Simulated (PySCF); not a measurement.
C4H8ClGeN.
SMILES with atom numbers: `[CH3:1][C:2]#[C:3][Ge@@:4]([CH3:5])([NH2:6])[Cl:7]` (hydrogens: H8, H9, H10 on C1; H11, H12, H13 on C5; H14, H15 on N6)

Structure used (PBE0-D3(BJ)/def2-SVP), in Å, numbered top down from 1:
```
atom  x, y, z in Å
C1     3.3023   -0.2902    0.0872
C2     1.8767   -0.0718   -0.0743
C3     0.6804    0.1148   -0.2167
Ge4   -1.1900    0.3993   -0.3750
C5    -2.1704   -1.2519   -0.1893
N6    -1.8484    1.6636    0.7667
Cl7   -1.5254    1.2263   -2.3520
H8     3.8699    0.6217   -0.1553
H9     3.5445   -0.5739    1.1234
H10    3.6559   -1.0951   -0.5758
H11   -1.9958   -1.6808    0.8087
H12   -1.8360   -1.9739   -0.9466
H13   -3.2442   -1.0581   -0.3172
H14   -1.7038    1.4363    1.7485
H15   -1.4696    2.5924    0.5960
```

All values: PBE0/def2-SVPD (PySCF, non-relativistic), on one gas-phase PBE0-D3(BJ)/def2-SVP geometry that isn't relaxed in the solvent. The solvent is an IEF-PCM continuum (cavity from Bondi-type radii × 1.2), and excitations are vertical TDDFT with non-equilibrium linear response and a frozen core. Specific hydrogen bonds and non-electrostatic terms are outside this model. Spin–orbit coupling is left out although an atom past zinc is present.

Gas-phase singlets (H = HOMO, L = LUMO):

```json
{"state": "S1", "E (eV)": "5.780", "λ (nm)": "214", "f": "0.002", "leading configurations": "H→L 59%, H-1→L 19%"}
{"state": "S2", "E (eV)": "6.079", "λ (nm)": "204", "f": "0.008", "leading configurations": "H-1→L 48%, H→L+1 16%"}
{"state": "S3", "E (eV)": "6.173", "λ (nm)": "201", "f": "0.013", "leading configurations": "H-1→L+1 32%, H→L+1 24%"}
{"state": "S4", "E (eV)": "6.487", "λ (nm)": "191", "f": "0.051", "leading configurations": "H-2→L 44%, H→L+1 19%"}
{"state": "S5", "E (eV)": "6.575", "λ (nm)": "189", "f": "0.032", "leading configurations": "H-2→L 31%, H→L+1 26%"}
```

Q: How does the list change in cyclohexane (ε = 2.017)?

A: 
```tsv
state	E (eV)	λ (nm)	f	leading configurations	change by rank (eV)
S1	5.782	214	0.002	H→L 62%, H-1→L 18%	+0.002
S2	6.081	204	0.012	H-1→L 48%, H→L+1 15%	+0.002
S3	6.196	200	0.017	H-1→L+1 37%, H→L+1 26%	+0.023
S4	6.501	191	0.035	H-2→L 64%, H→L 13%	+0.014
S5	6.583	188	0.102	H→L+1 37%, H-2→L+1 22%	+0.008
```

Q: Give the list for acetone (ε = 20.49), n² = 1.85.

A: 
```json
{"state": "S1", "E (eV)": "5.789", "λ (nm)": "214", "f": "0.002", "leading configurations": "H→L 64%, H-1→L 17%", "change by rank (eV)": "+0.009"}
{"state": "S2", "E (eV)": "6.099", "λ (nm)": "203", "f": "0.013", "leading configurations": "H-1→L 48%, H→L+1 15%", "change by rank (eV)": "+0.020"}
{"state": "S3", "E (eV)": "6.241", "λ (nm)": "199", "f": "0.013", "leading configurations": "H-1→L+1 42%, H→L+1 25%", "change by rank (eV)": "+0.068"}
{"state": "S4", "E (eV)": "6.507", "λ (nm)": "191", "f": "0.005", "leading configurations": "H-2→L 74%, H→L 13%", "change by rank (eV)": "+0.020"}
{"state": "S5", "E (eV)": "6.668", "λ (nm)": "186", "f": "0.155", "leading configurations": "H→L+1 43%, H-2→L+1 24%", "change by rank (eV)": "+0.093"}
```

Q: How do the frontier levels move from gas to acetone?

A: 
```json
{"orbital": "LUMO+2", "gas (eV)": "0.34", "solvent (eV)": "0.41", "change (eV)": "+0.07", "Löwdin shares, gas": "C2 18 %, Ge4 18 %, C3 15 %, C5 10 %", "Löwdin shares, solvent": "Ge4 23 %, C2 16 %, C3 13 %, C5 10 %"}
{"orbital": "LUMO+1", "gas (eV)": "0.10", "solvent (eV)": "0.15", "change (eV)": "+0.05", "Löwdin shares, gas": "Ge4 24 %, C2 15 %, C3 12 %, N6 10 %", "Löwdin shares, solvent": "Ge4 22 %, C2 19 %, C3 17 %, N6 10 %"}
{"orbital": "LUMO", "gas (eV)": "-0.19", "solvent (eV)": "-0.26", "change (eV)": "-0.07", "Löwdin shares, gas": "Ge4 21 %, C3 20 %, C2 19 %, Cl7 17 %", "Löwdin shares, solvent": "Cl7 24 %, Ge4 21 %, C3 19 %, C2 18 %"}
{"orbital": "HOMO", "gas (eV)": "-7.54", "solvent (eV)": "-7.60", "change (eV)": "-0.06", "Löwdin shares, gas": "N6 44 %, C3 20 %, C2 18 %", "Löwdin shares, solvent": "N6 44 %, C3 20 %, C2 18 %"}
{"orbital": "HOMO-1", "gas (eV)": "-7.84", "solvent (eV)": "-7.89", "change (eV)": "-0.05", "Löwdin shares, gas": "C3 39 %, C2 36 %, C1 7 %, Cl7 5 %", "Löwdin shares, solvent": "C3 39 %, C2 35 %, C1 8 %"}
{"orbital": "HOMO-2", "gas (eV)": "-8.13", "solvent (eV)": "-8.19", "change (eV)": "-0.06", "Löwdin shares, gas": "N6 25 %, C3 24 %, C2 19 %, Ge4 10 %", "Löwdin shares, solvent": "C3 25 %, N6 25 %, C2 20 %, Ge4 10 %"}
{"orbital": "HOMO-3", "gas (eV)": "-8.61", "solvent (eV)": "-8.88", "change (eV)": "-0.27", "Löwdin shares, gas": "Cl7 72 %, Ge4 9 %, C5 8 %", "Löwdin shares, solvent": "Cl7 61 %, C5 13 %, Ge4 10 %"}
```

The HOMO–LUMO gap goes from 7.35 to 7.33 eV.
